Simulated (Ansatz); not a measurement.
Saddle point of Si₂H₆Cl₃OF, singlet (Si₂H₃Cl₃ ([SiH3][Si]([Cl])([Cl])[Cl]) + H₂O + HF → SiCl₃F ([F][Si]([Cl])([Cl])[Cl]) + SiH₄ + H₂O; bonds formed: Si1–F7, Si2–H8, H6–O9; bonds broken: Si1–Si2, H6–F7, H8–O9), PBE0-D4/def2-TZVP structure:

| atom | x (Å) | y (Å) | z (Å) |
| --- | --- | --- | --- |
| Si1 | -0.2596 | 0.5316 | -1.1163 |
| Si2 | -0.8148 | -1.3096 | 0.5072 |
| Cl3 | -0.5627 | 0.2076 | -3.1237 |
| Cl4 | 0.4385 | 2.4906 | -0.6578 |
| Cl5 | -2.3173 | 1.0053 | -0.6948 |
| H6 | 2.1136 | 0.1915 | 1.0233 |
| F7 | 1.2897 | -0.0796 | -1.1603 |
| H8 | 0.4399 | 0.0880 | 0.8958 |
| O9 | 1.3499 | 0.6207 | 1.4443 |
| H10 | -1.8757 | -1.0737 | 1.5096 |
| H11 | 0.2503 | -2.1917 | 1.0773 |
| H12 | -1.3331 | -1.9895 | -0.7092 |
| H13 | 1.2812 | 1.5087 | 1.0044 |

Energies are electronic, without zero-point energy. Barriers and step energies count from the start structure reached by relaxing down the imaginary mode; all methods use the PBE0-D4 structures, on which another method's saddle can fall below an end. Program: Ansatz 0.2.0. Basis: def2-TZVPP, with def2-QZVPP for the basis limit. Cores are frozen in the correlated methods. B3LYP uses VWN-RPA correlation. Extrapolation: Hartree–Fock as exp(−7.88 √X), correlation as X^−2.97.

| method | barrier (kcal/mol) | step energy (kcal/mol) |
| --- | --- | --- |
| SPW92 | 22.33 | -11.38 |
| PBE-D4 | 33.55 | -15.30 |
| BLYP-D4 | 39.66 | -19.85 |
| r2SCAN-D4 | 34.65 | -21.31 |
| B97M-V | 37.72 | -24.45 |
| PBE0-D4 | ? | -17.59 |
| B3LYP-D4 | ? | -21.28 |
| r2SCAN0-D4 | 38.75 | -21.77 |
| BHLYP-D4 | 48.62 | -23.80 |
| CAM-B3LYP-D4 | 43.72 | -22.89 |
| wB97X-V | 42.76 | -22.12 |
| wB97M-V | ? | -22.83 |
| B2PLYP | 44.52 | -23.46 |
| PBE-QIDH | 41.55 | -21.00 |
| RPA on PBE | 44.29 | -24.73 |
| HF | 64.78 | -32.38 |
| MP2 | 42.76 | -23.29 |
| CCSD | 48.43 | -24.77 |
| CCSD(T) | 44.67 | -23.30 |

Q: Fill in the withheld barriers. (An estimate is asked for; the value comes from the calculation.)

A: By the calculation: PBE0-D4 38.25; B3LYP-D4 43.01; wB97M-V 40.48 kcal/mol. Each is the energy of the saddle less that of the start structure, by the same method.

For comparison, the barrier by CCSD(T) at an estimated basis limit (MP2 extrapolated from triple and quadruple zeta, plus CCSD(T) − MP2 in triple zeta) is 43.24 kcal/mol.

No T1 diagnostic of these runs exceeds 0.012.

Labels in which every atom is bracketed show which atoms are joined, not bond orders.

For scale, one of the runs: CCSD(T)/def2-TZVPP, 356 basis functions, launched by `ansatz run in.yaml --threads 4 --pin off --events-out ev --progress --plain --max-ram 46080MiB --backend cuda --devices 0, --max-vram 37GiB`. Hardware: 4 CPU threads of an AMD EPYC 7R13 and a share of one NVIDIA H100, shared host. Wall time 12 s; peak host memory 0.86 GiB.
